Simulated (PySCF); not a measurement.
## Continuum solvent and chemical shifts

Structure with atom numbers: `[F:1][C:2]([F:3])([F:4])[C:5]([F:6])([F:7])/[CH:8]=[N:9]\[SiH3:10]` (H(Xn): hydrogen on atom n).

GIAO PBE0/pcSseg-1 in PySCF 2.14.0 with density-fitted response routines on one PBE0-D3(BJ)/def2-SVP conformer, non-relativistic, equivalent nuclei averaged. Solvents enter as an IEF-PCM continuum (benzene with ε = 2.3, dichloromethane with ε = 8.9) around the gas-phase geometry. Shifts are referred to CFCl3, TMS computed in the same medium.

In benzene, δ in ppm: F1/F3/F4 -94.2, F6/F7 -138.8, C8 171.0, C2 124.5, C5 110.6, Si10 -56.6, H(C8) 8.75, H(Si10) 5.12. Dipole moment 0.40 D.

**Question.** How does each δ change in the more polar medium?

**Answer.** 
```json
{"atoms": "F1/F3/F4", "environment": "fluorine of a CF3 group", "Δδ, dichloromethane": "+1.1"}
{"atoms": "F6/F7", "environment": "fluorine of a CF2 group", "Δδ, dichloromethane": "+0.9"}
{"atoms": "C8", "environment": "C=N carbon", "Δδ, dichloromethane": "+1.8"}
{"atoms": "C2", "environment": "CF3 carbon", "Δδ, dichloromethane": "+0.4"}
{"atoms": "C5", "environment": "fully substituted sp3 carbon bonded to 2 F", "Δδ, dichloromethane": "+0.6"}
{"atoms": "Si10", "environment": "silicon bonded to N, 3 H", "Δδ, dichloromethane": "+0.1"}
{"atoms": "H(C8)", "environment": "hydrogen on a C=N carbon", "Δδ, dichloromethane": "+0.03"}
{"atoms": "H(Si10)", "environment": "hydrogen on a silicon bonded to N", "Δδ, dichloromethane": "-0.02"}
```

Changes are relative to benzene. The dipole moment becomes 0.40 D in dichloromethane.

**Question.** Which nuclei move most (in ppm), and what does the model miss?

**Answer.** C8 (C=N carbon, +1.8 ppm) in dichloromethane. A continuum only polarises the solute; specific hydrogen bonds, the anisotropy of aromatic solvents and changes of geometry or conformer are outside it.
